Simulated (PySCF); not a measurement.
Compound: ZnBr2(NH3)2 (singlet state).
Bonds: Zn1–Br2, Zn1–Br3, Zn1–N4, Zn1–N8. Hydrogens: H5, H6, H7 on N4; H9, H10, H11 on N8.

Method: PBE0-D3(BJ)/def2-SVP geometry optimisation, gas phase (PySCF 2.14.0).

Q: How far are the bound atoms from Zn1?

A: 4 atoms: N8 2.116 Å, N4 2.120 Å, Br2 2.338 Å, Br3 2.350 Å. The nearest atom not counted as bound is H5, at 2.56 Å (others tie with it).

Q: List the angles at Zn1.

A: 
```json
{"angle": "Br2–Zn1–Br3", "degrees": "138.8", "distance of the outer atoms (Å)": "4.39"}
{"angle": "N4–Zn1–N8", "degrees": "112.6", "distance of the outer atoms (Å)": "3.52"}
{"angle": "Br2–Zn1–N8", "degrees": "104.2", "distance of the outer atoms (Å)": "3.52"}
{"angle": "Br2–Zn1–N4", "degrees": "103.3", "distance of the outer atoms (Å)": "3.50"}
{"angle": "Br3–Zn1–N8", "degrees": "99.1", "distance of the outer atoms (Å)": "3.40"}
{"angle": "Br3–Zn1–N4", "degrees": "98.3", "distance of the outer atoms (Å)": "3.39"}
```

Q: Describe the arrangement about Zn1 in numbers.

A: Angles from 98.3° to 138.8°; τ4 = (360° − α − β)/141° = 0.77 with α and β the two widest (0 for a square, 1 for a tetrahedron). The Zn–Br distances aren't all alike: 2.338 to 2.350 Å.

Q: What are the other bond lengths?

A: N4–H5 and 5 like bonds 1.021 Å.

Charge 0, singlet. Stationary, but not proved a minimum.
